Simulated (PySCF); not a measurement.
C₃H₆BNO, SMILES C=C1CNB1O. Atoms are numbered in the order given.

```xyz
12

C      1.1221    -1.8233     0.0000
C      0.2684    -0.7963     0.0000
C     -1.2658    -0.7625     0.0000
N     -1.2331     0.7121     0.0000
B      0.1907     0.7809     0.0000
O      1.0959     1.7940     0.0000
H      2.2045    -1.6546     0.0000
H      0.7846    -2.8677     0.0000
H     -1.7353    -1.2049     0.9003
H     -1.7353    -1.2049    -0.9003
H     -2.0476     1.3133     0.0000
H      0.6914     2.6697     0.0000
```
Charge 0, spin multiplicity 1.

Coordinates come from a r2SCAN-D4/def2-SVP optimisation. This is a generated structure with no PubChem entry under its InChIKey; it may be hypothetical. The values are those of a single conformer.

Calculation: PBE/pcSseg-1 (PySCF).

GIAO shieldings, no solvent; atoms listed in one row are averaged. δ = σ(ref) − σ: ¹³C against TMS (σ = 182.0 ppm); ¹⁵N against NH3 (σ = 267.0 ppm); ¹¹B against BF3 (σ = 83.9 ppm); ¹⁷O against H2O (σ = 334.3 ppm); ¹H against TMS (σ = 31.49 ppm), references at their B3LYP-D3(BJ)/def2-TZVP geometries, non-relativistic.

Computed chemical shifts:
```json
[
 {"nucleus": "¹³C", "atoms": "C2", "count": "1", "δ (ppm)": "160.4"},
 {"nucleus": "¹³C", "atoms": "C1", "count": "1", "δ (ppm)": "122.9"},
 {"nucleus": "¹³C", "atoms": "C3", "count": "1", "δ (ppm)": "56.8"},
 {"nucleus": "¹⁵N", "atoms": "N4", "count": "1", "δ (ppm)": "106.3"},
 {"nucleus": "¹¹B", "atoms": "B5", "count": "1", "δ (ppm)": "10.5"},
 {"nucleus": "¹⁷O", "atoms": "O6", "count": "1", "δ (ppm)": "106.3"},
 {"nucleus": "¹H", "atoms": "H7", "count": "1", "δ (ppm)": "6.05"},
 {"nucleus": "¹H", "atoms": "H8", "count": "1", "δ (ppm)": "5.80"},
 {"nucleus": "¹H", "atoms": "H9, H10", "count": "2", "δ (ppm)": "4.13"},
 {"nucleus": "¹H", "atoms": "H12", "count": "1", "δ (ppm)": "3.49"},
 {"nucleus": "¹H", "atoms": "H11", "count": "1", "δ (ppm)": "3.22"}
]
```
